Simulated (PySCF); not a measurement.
Species: C8H9N.
Atom-mapped SMILES: `[CH3:1][C@@H:2]1[C:3]([C:4]#[N:5])=[C:6]1[CH:7]1[CH2:8][CH2:9]1` (hydrogens: H10, H11, H12 on C1; H13 on C2; H14 on C7; H15, H16 on C8; H17, H18 on C9)

Geometry (PBE0-D3(BJ)/def2-SVP, Å), atoms numbered from 1 in this order:
```
atom  x, y, z in Å
C1    -2.680   -1.557   -0.970
C2    -1.868   -1.012    0.182
C3    -1.209    0.344    0.119
C4    -1.402    1.726    0.108
N5    -1.578    2.876    0.100
C6    -0.414   -0.699    0.045
C7     0.922   -1.235   -0.105
C8     2.091   -0.463    0.479
C9     1.912   -0.501   -0.992
H10   -2.655   -2.658   -0.986
H11   -3.735   -1.251   -0.886
H12   -2.295   -1.189   -1.934
H13   -2.219   -1.351    1.171
H14    0.989   -2.326   -0.085
H15    1.849    0.461    1.009
H16    2.891   -1.055    0.929
H17    2.585   -1.120   -1.590
H18    1.543    0.397   -1.494
```

Level: PBE0/pcSseg-1 in PySCF, non-relativistic, on one gas-phase PBE0-D3(BJ)/def2-SVP geometry that isn't relaxed in the solvent. The solvent is an IEF-PCM continuum (cavity from Bondi-type radii × 1.2). Specific hydrogen bonds and non-electrostatic terms are outside this model.

```
run  E − E(gas) (kcal/mol)  HOMO (eV)  HOMO–LUMO gap (eV)  dipole (D)
gas                   0.00      -7.11                5.69        5.12
  P                  -4.65      -7.04                5.62        6.37
  Q                  -5.53      -7.04                5.60        6.62
```

Task: The runs were made in chloroform and dichloromethane. Which run belongs to which solvent?

Result: P = chloroform, Q = dichloromethane. The dielectric constants are 4.711 (chloroform), 8.93 (dichloromethane), and the energy falls further as ε rises. In this model the ground state sees the solvent through ε alone.

Task: How constant is the ratio of the lowering to (ε − 1)/(2ε + 1)?

Result: 
```json
{"solvent": "chloroform", "(ε − 1)/(2ε + 1)": "0.356", "E − E(gas) (kcal/mol)": "-4.65", "ratio (kcal/mol)": "-13.1", "polarisation term (kcal/mol)": "-5.52"}
{"solvent": "dichloromethane", "(ε − 1)/(2ε + 1)": "0.420", "E − E(gas) (kcal/mol)": "-5.53", "ratio (kcal/mol)": "-13.1", "polarisation term (kcal/mol)": "-6.76"}
```

The ratio changes by +0.7 % in size from chloroform to dichloromethane. The polarisation term is half the interaction of the solute with the induced surface charges.

Hardware: one thread, Arm Neoverse N1 (aarch64), shared host. Cost: 51 s of wall time, 1.0 GiB resident at most. This is the whole shielding run at PBE0/pcSseg-1 in dichloromethane, SCF included.
